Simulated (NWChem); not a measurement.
Molecule: InH$_{2}$F; SMILES [F][InH2]

```xyz
4

In     0.0000     0.0000    -0.2782
H      0.0000     1.6177    -0.8864
H      0.0000    -1.6177    -0.8864
F      0.0000     0.0000     1.7114
```
Atoms are numbered in this order, from 1.

All runs use the structure optimised with PBE-D3(BJ)/def2-SVP. def2 effective core potentials on In; no spin-orbit coupling.

Symmetry labels are those of C2v in the frame above (b1 and b2, or b-type labels, depend on it).

Q: List the 4 lowest vertical singlet excitations and the 4 lowest triplet ones from PBE0/def2-SVP with def2 effective core potentials on In, TDA (NWChem).

A: 
```tsv
state	energy (eV)	oscillator strength	symmetry	leading excitation (squared amplitude)
S1	5.32	0.000	a2	HOMO → LUMO (1.00)
S2	6.32	0.035	b1	HOMO−2 → LUMO (0.99)
S3	6.56	0.000	a2	HOMO−3 → LUMO (1.00)
S4	6.57	0.002	a1	HOMO−1 → LUMO (0.86)
T1	5.02	spin-forbidden	a2	HOMO → LUMO (0.99)
T2	5.56	spin-forbidden	b2	HOMO → LUMO+1 (0.90)
T3	5.85	spin-forbidden	a1	HOMO−1 → LUMO (0.99)
T4	5.93	spin-forbidden	b1	HOMO−2 → LUMO (0.98)
```
